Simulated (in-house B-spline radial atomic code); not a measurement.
A radial electron density 4πr²n(r) was computed for an atom or ion in its tabulated ground configuration with a B-spline radial code for spherical atoms; method: Dirac-Hartree-Fock, average of configuration. Columns: r (bohr), 4πr²n(r) (electrons per bohr), bar.

```
 0.00157    1.014 #
 0.00186    1.379 #
 0.00221    1.878 ##
 0.00261    2.519 ##
  0.0031    3.395 ###
 0.00367    4.522 ####
 0.00434    5.967 ######
 0.00514    7.826 #######
 0.00609    10.17 #########
 0.00721    13.03 ############
 0.00853    16.45 ###############
  0.0101    20.44 ###################
   0.012    24.99 #######################
  0.0142     29.7 ############################
  0.0168    34.35 ################################
  0.0199    38.51 ####################################
  0.0235    41.58 #######################################
  0.0278    43.16 ########################################
   0.033    42.87 ########################################
   0.039    40.87 ######################################
  0.0462    37.79 ###################################
  0.0547    34.88 ################################
  0.0648    33.62 ###############################
  0.0767    35.06 #################################
  0.0909    39.15 ####################################
   0.108    44.31 #########################################
   0.127    47.44 ############################################
   0.151    46.18 ###########################################
   0.179    39.35 #####################################
   0.211    29.05 ###########################
    0.25    18.07 #################
   0.297    9.851 #########
   0.351    5.661 #####
   0.416    3.906 ####
   0.492    2.861 ###
   0.583    1.732 ##
    0.69   0.7651 #
   0.817    0.228 
   0.968  0.04278 
    1.15  0.00454 
    1.36 0.0002763 
    1.61 8.069e-06
```

Problem. Which atom or ion is it?
A. Se24+
B. Br25+
C. As24+
D. Br24+

Solution. D. The area under the curve, ∫4πr²n dr = ∫r·4πr²n d(ln r) on this logarithmic grid, is 11 electrons, which only this option has. The configuration is [Ne] 3s1.
